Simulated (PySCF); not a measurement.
# C3H10BN: core ionisation energies

C3H10BN.
Geometry (PBE0-D3(BJ)/def2-SVP, Å), atoms numbered from 1 in this order:
```
atom  x, y, z in Å
C1     1.939    0.451    0.111
C2     0.825   -0.583    0.197
B3    -0.636   -0.128   -0.223
C4    -1.850   -1.149   -0.165
N5    -0.861    1.186   -0.652
H6     2.048    0.845   -0.913
H7     2.920    0.041    0.401
H8     1.744    1.312    0.772
H9     1.075   -1.471   -0.415
H10    0.752   -0.986    1.225
H11   -2.646   -0.783    0.505
H12   -2.313   -1.270   -1.159
H13   -1.555   -2.149    0.187
H14   -1.767    1.533   -0.935
H15   -0.127    1.879   -0.713
```

Computed with delta-SCF UKS SCAN, pcX-2 on the ionised atom, pcseg-1 elsewhere, spin-free X2C (PySCF). Vertical ΔSCF values, vacuum level as zero.

Q: Give the core binding energies atom by atom.

A: 
| atom(s) | environment | level | binding energy (eV) | above the level's lowest (eV) | count |
| --- | --- | --- | --- | --- | --- |
| N5 | boron-bound nitrogen | N 1s | 404.86 | 0.00 | 1 |
| C1 | methyl carbon | C 1s | 290.39 | +0.69 | 1 |
| C4 | sp3 carbon bound to boron | C 1s | 289.72 | +0.02 | 1 |
| C2 | sp3 carbon bound to boron | C 1s | 289.70 | 0.00 | 1 |
| B3 | three-coordinate boron | B 1s | 195.09 | 0.00 | 1 |

Lowest listed C 1s: C2, bonded to C, 2 H and B. Highest, 0.69 eV above it: C1, bonded to C and 3 H. The widest gap between neighbouring values is 0.67 eV, between 289.72 and 290.39 eV. Summing the Pauling electronegativity differences to the bonded atoms, each weighted by its formal bond order, gives -1.21 for the lowest site and -1.05 for the highest; no listed site has a larger sum than the highest. The smallest sum, -1.56, belongs to C4, 0.02 eV above the lowest. The values 289.70 and 289.72 eV lie too close for their order to be trusted.

Q: What is the longest wavelength that can ionise C 1s of C1 vertically?

A: λ = hc/E = 12398.42 eV Å / 290.39 eV = 42.696 Å.

The structure is a single PBE0-D3(BJ)/def2-SVP conformer in the gas phase; no vibrational or solvent corrections.
